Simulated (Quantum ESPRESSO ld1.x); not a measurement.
Q: The mean radii <r> (bohr) of the occupied orbitals of an atom or ion are listed with their occupations. Calculated with ld1.x of Quantum ESPRESSO 7.5: Dirac Kohn-Sham, PBE, spin-unpolarised, spherical densities, point nucleus.

| orbital | occ. | <r> |
|---|---|---|
| 1s1/2 | 2 | 0.01686 |
| 2s1/2 | 2 | 0.07044 |
| 2p1/2 | 2 | 0.05798 |
| 2p3/2 | 4 | 0.06653 |
| 3s1/2 | 2 | 0.1832 |
| 3p1/2 | 2 | 0.1736 |
| 3p3/2 | 4 | 0.1892 |
| 3d3/2 | 4 | 0.1648 |
| 3d5/2 | 6 | 0.1696 |
| 4s1/2 | 2 | 0.4068 |
| 4p1/2 | 2 | 0.4093 |
| 4p3/2 | 4 | 0.4432 |
| 4d3/2 | 4 | 0.4515 |
| 4d5/2 | 6 | 0.4627 |
| 5s1/2 | 2 | 0.9101 |
| 4f5/2 | 6 | 0.4922 |
| 4f7/2 | 8 | 0.4989 |
| 5p1/2 | 2 | 0.9712 |
| 5p3/2 | 4 | 1.051 |
| 5d3/2 | 4 | 1.252 |

Name the element and its charge. Open shells, if any, fill j = l - 1/2 first.

A: Z = 79, gold, charge +7: Au7+ in [Xe] 4f14 5d4. The 1s radius gives Z: for a bare nucleus <r> = (2 gamma + 1)/(2Z) with gamma = sqrt(1 - (Z/c)^2), 0.01667 bohr for Z = 79, and screening makes it slightly larger (0.01686 here). The occupations add up to 72, and the charge is Z minus that.
